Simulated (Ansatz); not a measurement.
CH7FSi3 (`F[SiH2][SiH]1C[SiH2]1`). Total charge 0; spin multiplicity 1. Geometry: relaxed with PBE0-D4/def2-TZVP. It is one conformer, not always the lowest.

```xyz
12

F    -2.757   -0.939    1.491
Si   -1.928    0.314    0.921
Si   -0.420   -0.280   -0.731
C     1.251   -0.987   -0.133
Si    1.569    0.790   -0.675
H    -2.915    1.305    0.421
H    -1.159    0.897    2.052
H    -0.930   -0.834   -2.009
H     1.679   -1.770   -0.757
H     1.340   -1.228    0.923
H     1.883    1.765    0.394
H     2.388    0.968   -1.896
```

(1) What is the dipole moment at r2SCAN/def2-TZVPP? (An estimate is asked.)

(2) And with PBE, B3LYP, ωB97M-V? (Estimate.)

(3) Give the Mulliken charges with r2SCAN, ωB97M-V, PBE in def2-TZVPP. (Estimate.)

Answers

(1) Ansatz gave: 1.33 D, with components (1.19, 0.33, -0.49) D in this frame, pointing from negative to positive charge.

(2) The calculation gave: PBE 1.30 D, B3LYP 1.34 D, ωB97M-V 1.30 D.

(3) Ansatz gave: 
```csv
atom,r2SCAN,ωB97M-V,PBE
F1,-0.33,-0.32,-0.28
Si2,0.52,0.42,0.44
Si3,0.09,0.04,0.05
C4,-0.33,-0.41,-0.28
Si5,0.20,0.11,0.12
H6,-0.08,-0.04,-0.07
H7,-0.08,-0.04,-0.07
H8,-0.07,-0.01,-0.05
H9,0.10,0.13,0.11
H10,0.10,0.13,0.11
H11,-0.05,-0.01,-0.04
H12,-0.06,-0.01,-0.04
```

B3LYP here is the variant with VWN-RPA as its local correlation; programs differ in this.
